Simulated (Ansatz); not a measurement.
`C[O][Sn]([OH])([F])[F]`. Charge 0, multiplicity 1. Sn: def2 effective core potential. Geometry: relaxed with PBE0-D4/def2-TZVP. It is one conformer, not always the lowest.

```xyz
10

C     0.216    1.102   -1.499
O     0.299    0.986   -0.085
Sn   -0.143   -0.661    0.795
O     0.554   -0.697    2.586
F    -2.019   -0.966    0.879
F     0.527   -2.095   -0.257
H     0.660    2.064   -1.763
H     0.770    0.311   -2.013
H    -0.822    1.092   -1.844
H    -0.043   -1.135    3.201
```

Question: What is the dipole moment at PBE/def2-TZVPP? (An estimate is asked.)

Answer: Computed: 0.91 D, with components (0.00, 0.91, 0.00) D in this frame, pointing from negative to positive charge.

Question: And with r2SCAN, B3LYP, ωB97M-V? (Best estimate.)

Answer: The calculation gave: r2SCAN 0.91 D, B3LYP 0.91 D, ωB97M-V 0.85 D.

Question: Give the Mulliken charges with PBE, B3LYP, r2SCAN in def2-TZVPP. (Estimate.)

Answer: Computed: 
| atom | PBE | B3LYP | r2SCAN |
| --- | --- | --- | --- |
| C1 | -0.15 | -0.14 | 0.00 |
| O2 | -0.45 | -0.51 | -0.51 |
| Sn3 | 1.37 | 1.55 | 1.52 |
| O4 | -0.47 | -0.50 | -0.52 |
| F5 | -0.42 | -0.47 | -0.46 |
| F6 | -0.42 | -0.47 | -0.46 |
| H7 | 0.11 | 0.11 | 0.07 |
| H8 | 0.12 | 0.12 | 0.08 |
| H9 | 0.11 | 0.11 | 0.07 |
| H10 | 0.20 | 0.20 | 0.21 |

B3LYP here is the variant with VWN-RPA as its local correlation; programs differ in this.
